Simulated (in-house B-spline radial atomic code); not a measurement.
# Solving the quasi-particle equation for 3d of Cu+

Configuration [Ar] 3d10, start r2SCAN. Computed with an all-electron radial atomic-structure program (B-spline basis): all electrons, scalar-relativistic (spin-free one-electron X2C), finite nucleus, each spin shell either full or empty, empty states to l = 9 with an (l + 1/2)⁻⁴ tail; G0W0 by contour deformation at full frequency.

At the mean-field level ε = -13.632 eV the matrix elements are Σx = -46.183 eV, v_xc = -36.535 eV and Σc(ε) = 2.397 eV, and the slope of the correlation self-energy is dΣc/dω = -0.1788. The quasi-particle energy solves E = ε + Σx − v_xc + Σc(E).

Problem. What does the linearised equation give?

Solution. Z = 1/(1 − dΣc/dω) = 1/1.1788 = 0.8483. The first-order shift is Σx − v_xc + Σc(ε) = -46.183 − (-36.535) + (2.397) = -7.251 eV, so E ≈ ε + Z × shift = -13.632 + 0.8483 × (-7.251) = -19.783 eV.

Problem. How does that compare with the full solution and with static screening?

Solution. Solving the equation at full frequency dependence gives E = -19.567 eV, where Σc = 3.713 eV and the weight is 0.762; the linearised value is off by 216 meV; so low a weight means that a satellite takes much of the strength. Leaving Z out would give -20.883 eV. Static COHSEX puts -2.294 eV in place of Σc and gives -25.574 eV, 6.01 eV deeper. The tabulated removal energy is 20.292 eV (NIST, measured); the run leaves out spin-orbit coupling, Breit and QED terms.
